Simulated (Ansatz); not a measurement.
Input file for Ansatz (an electronic-structure program): R-CCSD(T)/aug-cc-pVDZ on N2 (SMILES N#N) with ghost functions, monomers drawn apart or pushed together.

Ansatz 0.2 input:
```yaml
crystal:
  periodic: [false, false, false]
  atoms:
    - {symbol: N, position_ang: [0.00007219, -0.26805825, 6.40948480]}
    - {symbol: N, position_ang: [-0.26428784, 0.78959964, 6.37392093]}
basis:
  gaussian:
    orbitals: aug-cc-pVDZ
    ghost_atoms:
      - {symbol: C, position_ang: [0.02467954, -0.04913245, -0.08080792]}
      - {symbol: H, position_ang: [0.96421579, 0.39517783, 0.24492148]}
      - {symbol: H, position_ang: [-0.07877942, -1.04060640, 0.35789737]}
      - {symbol: H, position_ang: [-0.80434320, 0.57914786, 0.24195607]}
      - {symbol: H, position_ang: [0.01840399, -0.12948199, -1.16684915]}
magnetization: {spin_polarized: false}
correlation: {method: ccsd_t, electrons: outside_noble_gas}
scf: {lower_state_search: off}
```

The log:

```
WARN ansatz: RAYON_NUM_THREADS=2 ignored (pool sized by the plan → 2); use --threads N
Functional definition: HF
these checks for a lower state are left out or cut short: stability, starts, cluster_reference, orbital_swaps, neighbouring_geometries, increment
integrals: 0.13 GiB planned
924 factors; integrals over basis functions are off by at most 9.7e-4 eV
mean field: 0.16 GiB planned
mean field evaluation 1: about -2964.6784 eV, gradient 1.0e1 eV
mean field evaluation 2: about -2964.6845 eV, gradient 1.0e1 eV
mean field evaluation 4: about -2964.9903 eV, gradient 3.8e-1 eV
mean field evaluation 8: about -2964.9908 eV, gradient 2.7e-5 eV
mean field -2964.99077259 eV, -108.9614011497 hartree, gradient 6.8e-7 eV, S^2 0.000000; 0 other end points of the search recorded, 0 dependent functions left out
2 core orbitals not correlated
reference -2964.99077259 eV, -108.9614011497 hartree; 5, 5 occupied and 98, 98 virtual orbitals, 924 factors
second order -8.57592445 eV of doubles, -0.00000000 eV of singles
coupled cluster: 0.39 GiB planned
cycle   1  -8.28664925 eV  change    2.9e-1 eV  update   7.6e-2
cycle   2  -8.59188833 eV  change   -3.1e-1 eV  update   2.3e-2
cycle   3  -8.65506608 eV  change   -6.3e-2 eV  update   1.0e-2
cycle   4  -8.65969320 eV  change   -4.6e-3 eV  update   2.5e-3
cycle   5  -8.66123529 eV  change   -1.5e-3 eV  update   6.0e-4
cycle   6  -8.66122204 eV  change    1.3e-5 eV  update   1.3e-4
cycle   7  -8.66131225 eV  change   -9.0e-5 eV  update   2.9e-5
cycle   8  -8.66131956 eV  change   -7.3e-6 eV  update   8.3e-6
perturbative correction -0.35895557 eV, -0.0131913741 hartree
Total energy: -2974.01104773 eV, -109.2928901468 hartree
Checks for a lower state left out: stability, starts, cluster_reference, orbital_swaps, neighbouring_geometries, increment
```

The run converged.

Cost: about 4 core-seconds (a rough figure).
